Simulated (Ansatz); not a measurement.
Molecule: MnBr (charge 0, septet). SMILES: [Mn][Br]

Atoms: Mn1, Br2. Bonds: Mn1-Br2.

Bond lengths (Å) and angles (degrees) optimised at HF/STO-3G with Ansatz (a quantum-chemistry and plane-wave program); HF/3-21G with Ansatz; HF/LANL2DZ with Ansatz; PBE/LANL2DZ with Ansatz; B3LYP/LANL2DZ with Ansatz; MP2/LANL2DZ with Ansatz, each started from the B3LYP-D3(BJ)/def2-TZVP structure (Ansatz) of the last column. A row stands for all coordinates that are equal there.

| coordinate | HF/STO-3G | HF/3-21G | HF/LANL2DZ | PBE/LANL2DZ | B3LYP/LANL2DZ | MP2/LANL2DZ | B3LYP-D3(BJ)/def2-TZVP |
|---|---|---|---|---|---|---|---|
| Mn1-Br2 | 2.309 | 2.534 | 2.543 | 2.462 | 2.476 | 2.521 | 2.411 |

Mean signed difference of all 1 bond lengths from B3LYP-D3(BJ)/def2-TZVP: HF/STO-3G -0.101 Å, HF/3-21G 0.123 Å, HF/LANL2DZ 0.133 Å, PBE/LANL2DZ 0.051 Å, B3LYP/LANL2DZ 0.065 Å, MP2/LANL2DZ 0.110 Å.
